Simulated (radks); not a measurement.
Values are calculated unless marked as measured or tabulated.
How relativity changes the ionisation of neutral phosphorus ([Ne] 3s2 3p3) to P+ ([Ne] 3s2 3p2). Spin-unpolarised spherical Kohn-Sham, PBEsol, point nucleus unless stated (finite: rms radius 3.1889 fm), a radial shooting solver on a logarithmic mesh with Libxc functionals. A level marked "c x" has the speed of light scaled by that factor and shares open shells by 2j + 1; other Dirac levels either fill j = l - 1/2 first or share by 2j + 1.

non-rel.: E(P) (hartree) -340.46176; E(P+) (hartree) -340.10491; IE (eV) 9.710; HOMO 3p; <r> HOMO (bohr) 2.370
scalar-rel.: E(P) (hartree) -341.31343; E(P+) (hartree) -340.95702; IE (eV) 9.698; HOMO 3p; <r> HOMO (bohr) 2.371
scalar-rel., finite nucleus: E(P) (hartree) -341.31315; E(P+) (hartree) -340.95675; IE (eV) 9.698; HOMO 3p; <r> HOMO (bohr) 2.371
Dirac, 2j+1 shares: E(P) (hartree) -341.31404; E(P+) (hartree) -340.95763; IE (eV) 9.698; HOMO 3p3/2; <r> HOMO (bohr) 2.374
Dirac, low j first: E(P) (hartree) -341.31601; E(P+) (hartree) -340.96086; IE (eV) 9.664; HOMO 3p3/2; <r> HOMO (bohr) 2.375
Dirac, 2j+1 shares, finite nucleus: E(P) (hartree) -341.31376; E(P+) (hartree) -340.95736; IE (eV) 9.698; HOMO 3p3/2; <r> HOMO (bohr) 2.374
Dirac, c x 0.85: E(P) (hartree) -341.64407; E(P+) (hartree) -341.28783; IE (eV) 9.694; HOMO 3p3/2; <r> HOMO (bohr) 2.375
Dirac, c x 1.5: E(P) (hartree) -340.83931; E(P+) (hartree) -340.48266; IE (eV) 9.705; HOMO 3p3/2; <r> HOMO (bohr) 2.372
Dirac, c x 2: E(P) (hartree) -340.67389; E(P+) (hartree) -340.31715; IE (eV) 9.707; HOMO 3p3/2; <r> HOMO (bohr) 2.371

NIST Atomic Spectra Database: 10.487 eV (measured). The relativistic part of the total energy of P is -0.852 hartree (Dirac, 2j+1 shares, finite nucleus), 0.25 % of the non-relativistic value. Spin polarisation and multiplet splitting of open shells are left out at every level.

Beside tabulated values, note that spin-unpolarised runs miss the spin-polarisation part of the exchange energy of open shells.
